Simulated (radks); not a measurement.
All-electron atom: P V in [Ne] 3s0.75 4f0.25 (fractional occupations, a model configuration). All-electron calculation, non-relativistic Kohn-Sham, PBE, spin-polarised, spherical densities, point nucleus; open shells are filled with parallel spins first. Program: a radial shooting solver on a logarithmic mesh with Libxc functionals.

Normalised radial functions P(r) = r R(r), r in bohr:

```
   r/bohr * 4f up (the largest magnitude, 0.551, reaches the edge; | marks zero)
  0.01073 *
  0.01587 *
  0.02349 *
  0.03477 *
  0.05145 *
  0.07554 *
   0.1118 *
   0.1654 *
   0.2448 *
   0.3624 *
   0.5363 |*
   0.7873 |    *
    1.165 |            *
    1.724 |                             *
    2.552 |                                                  *
    3.777 |                                                      *
    5.545 |                               *
    8.206 |      *
    12.14 *
```

4f up: eigenvalue -17.089 eV, 0 radial nodes, <r> = 3.76 bohr, 90 % of the charge inside 5.49 bohr.
